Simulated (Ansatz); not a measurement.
H3Cl3HfOSi, singlet, at a GFN2-xTB geometry (such geometries of metal compounds can be far from the true shape) (core potentials on Hf). Base run: Ansatz (a program for electronic structure) with HF/def2-SV(P).

The Ansatz input:
Ansatz 0.2 input:
```yaml
crystal:
  periodic: [false, false, false]
  atoms:
    - {symbol: Hf, position_ang: [0.16198422, 0.08986631, 0.15434697]}
    - {symbol: Cl, position_ang: [1.67669179, 1.12473129, 1.46639015]}
    - {symbol: Cl, position_ang: [-0.93563556, -1.30710791, 1.53279462]}
    - {symbol: Cl, position_ang: [-1.24341668, 1.69597803, -0.55096803]}
    - {symbol: O, position_ang: [0.65066792, -0.87100724, -1.35901133]}
    - {symbol: Si, position_ang: [-0.43731869, -1.45667371, -2.41454629]}
    - {symbol: H, position_ang: [-1.74287364, -1.54049122, -1.70426651]}
    - {symbol: H, position_ang: [0.05106640, -2.77486407, -2.80862422]}
    - {symbol: H, position_ang: [-0.51381059, -0.52475309, -3.54403733]}
basis:
  gaussian:
    orbitals: def2-SV_P_.json
hamiltonian:
  xc: hf
```
The basis file holds def2-SV(P) in the JSON format of the Basis Set Exchange.

Each row names what was changed in the base input (with any setting that the change needs).

```tsv
change	basis functions	E (Eh)
base	117	-1791.22553
basis = jorge-DZP-DKH; relativity = none	186	-15799.34147
basis = jorge-DZP-DKH; relativity = spin-free X2C; nucleus = Gaussian	186	-16810.53326
basis = ANO-RCC-VDZP; relativity = none	169	-14510.31908
basis = x2c-SVPall; relativity = spin-free X2C; nucleus = Gaussian	167	-16821.45106
basis = ANO-RCC-VDZP; relativity = spin-free X2C; nucleus = Gaussian	169	-16822.34365
basis = jorge-DZP-DKH; relativity = spin-free X2C	186	-16811.92297
basis = x2c-SVPall; relativity = none	167	-14662.65501
basis = x2c-SVPall; relativity = spin-free X2C	167	-16822.99347
basis = ANO-RCC-VDZP; relativity = spin-free X2C	169	-16824.22638
```

Totals shift with the method and basis; they matter in differences.

Ansatz warned in this series: the basis is contracted for relativity, which the run leaves out.

Basis sets contracted for a relativistic Hamiltonian are a mismatch without it, so the rows without relativity aren't non-relativistic limits. No row has spin-orbit coupling; sets with core potentials leave out the core electrons.
